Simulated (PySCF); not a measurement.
This script is equivalent to a calculation on C²⁺ (carbon, charge +2).

```python
from pyscf import gto, scf, dft, mp, cc
import basis_set_exchange as bse
mol = gto.M(atom="C 0 0 0", charge=2, spin=0, symmetry="D2h",
            basis=gto.basis.parse(bse.get_basis("jorge-DZP-DKH", elements=["C"], fmt="nwchem", header=False)),
            nucmod="G")
mf = dft.UKS(mol, xc="PBE0").sfx2c1e()
mf.irrep_nelec = {'Ag': (2, 2)}
mf.kernel()
```

(1) What total energy does it give?

(2) Which occupied shell lies highest, and where?

## Answers

(1) -36.482 hartree (calculated).

(2) 2s, at -42.021 eV.
